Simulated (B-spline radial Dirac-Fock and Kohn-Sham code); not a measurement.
Auger parameter of gallium: the L3 level and its strongest L3-MM line

Model: Dirac-Fock energy differences between relaxed states, corrected for Breit and QED terms. Program: a radial atomic solver. The modified Auger parameter α′ is the binding energy plus the kinetic energy of the Auger electron; it does not depend on the energy zero. For free ions it tends to fall with charge, since less charge screens the final holes.

```
            species      configuration  binding 2p3/2 (eV)  Auger line  kinetic (eV)  α′ (eV)
                 Ga  [Ar] 3d10 4s2 4p1              1125.0    M4M5 J=4        1052.7   2177.7
                Ga⁺      [Ar] 3d10 4s2              1134.6    M4M5 J=4        1041.3   2175.9
   Ga⁺ (Watson 2 Å)      [Ar] 3d10 4s2              1127.5    M4M5 J=4        1048.5   2176.0
 Ga⁺ (Watson 2.7 Å)      [Ar] 3d10 4s2              1129.2    M4M5 J=4        1046.7   2175.9
               Ga²⁺      [Ar] 3d10 4s1              1147.4    M4M5 J=4        1027.4   2174.8
Ga²⁺ (Watson 1.8 Å)      [Ar] 3d10 4s1              1131.5    M4M5 J=4        1043.4   2174.9
               Ga³⁺          [Ar] 3d10              1161.6    M4M5 J=4        1012.5   2174.1
Ga³⁺ (Watson 2.7 Å)          [Ar] 3d10              1145.6    M4M5 J=4        1028.5   2174.1
  Ga³⁺ (Watson 3 Å)          [Ar] 3d10              1147.2    M4M5 J=4        1026.9   2174.1
```

Values without a named source are computed, but for edge energies of neutral atoms, which are taken from tables.
